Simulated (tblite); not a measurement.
Compound: C4H5BrF (doublet state).
SMILES with atom numbers: `[CH2:1]/[CH:2]=[CH:3]/[C@H:4]([F:5])[Br:6]` (hydrogens: H7, H8 on C1; H9 on C2; H10 on C3; H11 on C4)
Bond orders are those of one Lewis drawing.

Computed with GFN2-xTB (tblite), gas phase: L-BFGS steps from a force-field or distance-geometry start until the largest atomic force falls under 0.01 eV/Å.

The end geometry, which sets the zero of energy:
```
atom  x, y, z in Å
C1      2.0879   -0.0489    0.0901
C2      0.7823    0.0668    0.4455
C3     -0.2772   -0.3075   -0.3782
C4     -1.6505   -0.1341   -0.0045
F5     -2.5206   -0.8842   -0.6951
Br6    -2.2278    1.8754   -0.4700
H7      2.8794    0.2387    0.7577
H8      2.3707   -0.4351   -0.8738
H9      0.5370    0.4613    1.4235
H10    -0.0848   -0.6626   -1.3801
H11    -1.8910   -0.1672    1.0591
```

**Question.** These geometries come from the run, each turned onto the end geometry. Order them by energy, lowest first.
A.
```
atom  x, y, z in Å
C1      2.0882   -0.0588    0.0952
C2      0.7813    0.0936    0.4295
C3     -0.2740   -0.2993   -0.3908
C4     -1.6456   -0.1379   -0.0100
F5     -2.5128   -0.8765   -0.7154
Br6    -2.2527    1.8828   -0.4070
H7      2.8762    0.2401    0.7615
H8      2.3767   -0.4951   -0.8453
H9      0.5281    0.5262    1.3895
H10    -0.0811   -0.6698   -1.3867
H11    -1.8787   -0.2026    1.0537
```
B.
```
atom  x, y, z in Å
C1      2.0864   -0.0536    0.0988
C2      0.7780    0.0914    0.4296
C3     -0.2768   -0.3239   -0.3833
C4     -1.6480   -0.1540   -0.0117
F5     -2.5190   -0.8501   -0.7538
Br6    -2.2058    1.8973   -0.3647
H7      2.8776    0.2758    0.7509
H8      2.3668   -0.4984   -0.8417
H9      0.5229    0.5570    1.3730
H10    -0.0888   -0.7125   -1.3737
H11    -1.8880   -0.2263    1.0509
```
C.
```
atom  x, y, z in Å
C1      2.1087    0.0741    0.0692
C2      0.7420    0.1357    0.2977
C3     -0.2699   -0.4710   -0.3662
C4     -1.6578   -0.1536   -0.0108
F5     -2.5872   -0.6644   -0.8316
Br6    -1.9591    1.9262   -0.1562
H7      2.7698   -0.1091    0.8865
H8      2.4982    0.0598   -0.9335
H9      0.4879    0.8342    1.0810
H10    -0.1339   -1.2724   -1.0769
H11    -1.9934   -0.3569    1.0149
```
D.
```
atom  x, y, z in Å
C1      2.0768   -0.0284    0.0846
C2      0.7679    0.0940    0.4236
C3     -0.2802   -0.3770   -0.3632
C4     -1.6572   -0.1586   -0.0201
F5     -2.5311   -0.7851   -0.8192
Br6    -2.0862    1.9234   -0.2544
H7      2.8579    0.3797    0.6984
H8      2.3737   -0.5319   -0.8205
H9      0.5075    0.5931    1.3487
H10    -0.0760   -0.8164   -1.3282
H11    -1.9477   -0.2901    1.0247
```
E.
```
atom  x, y, z in Å
C1      2.0883   -0.0503    0.0918
C2      0.7743    0.0696    0.4211
C3     -0.2860   -0.3972   -0.3528
C4     -1.6696   -0.1205   -0.0326
F5     -2.5378   -0.7457   -0.8439
Br6    -2.1295    1.9273   -0.2244
H7      2.8524    0.4019    0.7008
H8      2.4240   -0.4948   -0.8330
H9      0.5321    0.5929    1.3346
H10    -0.0864   -0.8926   -1.2963
H11    -1.9564   -0.2881    1.0090
```

**Answer.** A (0.002 eV), B (0.006 eV), D (0.018 eV), E (0.042 eV), C (0.691 eV).

In the order of the answer:

```json
{"step": "42", "E above end (eV)": "0.002", "largest force (eV/Å)": "0.04", "rms force component (eV/Å)": "0.012", "rms distance from end (Å)": "0.041", "rms bond change (Å)": "0.002", "bond most changed (Å)": "C4–Br6 +0.005"}
{"step": "37", "E above end (eV)": "0.006", "largest force (eV/Å)": "0.10", "rms force component (eV/Å)": "0.039", "rms distance from end (Å)": "0.062", "rms bond change (Å)": "0.004", "bond most changed (Å)": "C4–Br6 +0.013"}
{"step": "28", "E above end (eV)": "0.018", "largest force (eV/Å)": "0.06", "rms force component (eV/Å)": "0.024", "rms distance from end (Å)": "0.137", "rms bond change (Å)": "0.001", "bond most changed (Å)": "C4–Br6 -0.003"}
{"step": "19", "E above end (eV)": "0.042", "largest force (eV/Å)": "0.27", "rms force component (eV/Å)": "0.094", "rms distance from end (Å)": "0.157", "rms bond change (Å)": "0.012", "bond most changed (Å)": "C4–Br6 -0.034"}
{"step": "5", "E above end (eV)": "0.691", "largest force (eV/Å)": "0.74", "rms force component (eV/Å)": "0.303", "rms distance from end (Å)": "0.370", "rms bond change (Å)": "0.022", "bond most changed (Å)": "C2=C3 -0.039"}
```

What follows is the cost of the whole relaxation. Hardware: Arm Neoverse V1, one thread, on a shared host. Cost: 0.31 s of wall time.
